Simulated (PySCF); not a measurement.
Excitation energy of Ir⁺ by level of theory

Ir⁺ [Xe] 4f14 5d7 6s1 (5F) → Ir⁺ [Xe] 4f14 5d8 (3F), as a difference of total energies. All numbers are calculated (PySCF 2.14, a scalar-relativistic core potential, in aug-cc-pwCVDZ-PP with ECP60MDF (6s6p5d3f, 70 functions)). Correlated levels: valence: 5s2 5p6 frozen. The calculations carry no spin-orbit coupling.

```tsv
method	excitation energy (cm⁻¹)	error (cm⁻¹)
UHF	6747.8	+3832
MP2 (valence)	2543.2	-373
SCS-MP2 (valence)	-105.31	-3021
CCSD (valence)	2878.4	-38
CCSD(T) (valence)	2334.9	-581
```

Reference: 2916.2 cm⁻¹ (measured; NIST levels, between the centres of gravity of the two terms).

Errors of the correlated levels include the incompleteness of this basis and the frozen core.
